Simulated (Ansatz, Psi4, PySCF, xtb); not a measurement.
Dimer: H2S (SMILES S) (first 3 atoms) with C3H6 (SMILES C=CC); geometry from B3LYP-D3(BJ)/def2-TZVP, rigid monomers moved along the line of their centres of mass till H2···C4 is 3.03 Å.
(charge 0, multiplicity 1):
```xyz
12

S      0.1223     0.4633     0.7293
H      0.6505     0.1531     1.9271
H      1.2451     0.1330     0.0720
C      1.1410     0.1269     4.9216
C      0.0430    -0.6124     4.8123
C     -1.3300    -0.0814     4.5524
H      1.1077     1.2072     4.8325
H      2.1092    -0.3191     5.1100
H      0.1268    -1.6917     4.9096
H     -2.0141    -0.3566     5.3600
H     -1.3283     1.0053     4.4590
H     -1.7440    -0.5057     3.6330
```

Counterpoise-corrected where a basis set is named; no monomer relaxation. Rows marked so take none.

Correlated levels freeze the cores. Rows in 6-31G* carry no dispersion term and start afresh at each structure (6-31G* with six Cartesian d functions). MP2/6-31G* freezes PySCF's default core.

Codes used: Ansatz (a first-principles code) with Gaussian orbitals; Psi4 for SAPT; PySCF for 6-31G* rows, the dispersion terms; xtb for the GFN methods. Values without a source in brackets are computed.

```tsv
level	interaction energy (meV)
GFN-FF	-55.8
HF/aug-cc-pV(D+d)Z	-16.9
r2SCAN-D3(BJ)/def2-TZVPPD	-91.2
B3LYP/6-31G* (no counterpoise)	-56.4
B3LYP-D4/def2-TZVPPD	-86.5
MP2/6-31G* (no counterpoise)	-83.2
SCS-MP2/aug-cc-pV(D+d)Z	-66.5
CCSD(T)/aug-cc-pV(D+d)Z	-73.8
SAPT0/jun-cc-pV(D+d)Z	[?]
```

**Question.** Some entries are withheld; supply them.

**Answer.** 
- SAPT0/jun-cc-pV(D+d)Z, interaction energy (meV): -71.2
